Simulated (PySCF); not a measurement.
Finite-field polarisability of N (nitrogen, neutral)

[He] 2s2 2p3, high-spin 4S determinant. Computed with PySCF 2.14 in aug-cc-pCVTZ-DK with one added diffuse shell each of s, p, d, f type (8s7p5d3f, 75 functions), with the spin-free X2C one-electron Hamiltonian (Gaussian nucleus). Frozen: 1s2. Energy changes in a uniform field (μhartree):

| axis | F (au) | HF | MP2 | CCSD | CCSD(T) |
| --- | --- | --- | --- | --- | --- |
| x | 0.0053 | -100.746 | -101.261 | -101.912 | -102.662 |
| x | 0.0106 | -403.221 | -405.376 | -407.989 | -411.004 |

(1) Derive α along x at CCSD(T) from the two fields.

(2) And the mean polarisability at each level?

The same two fields give the second hyperpolarisability, to two digits from the fit; its basis error is larger: HF 600, MP2 840, CCSD 860, CCSD(T) 900 au.

Results:

(1) With ΔE = −αF²/2 − γF⁴/24, α = −(16 ΔE(F) − ΔE(2F))/(6F²) = 7.307 bohr³.

(2) HF 7.172, MP2 7.208, CCSD 7.254, CCSD(T) 7.307 bohr³. Reference: 7.4 ± 0.2 bohr³ (recommended; Schwerdtfeger and Nagle, table of static dipole polarizabilities (2023 update)).
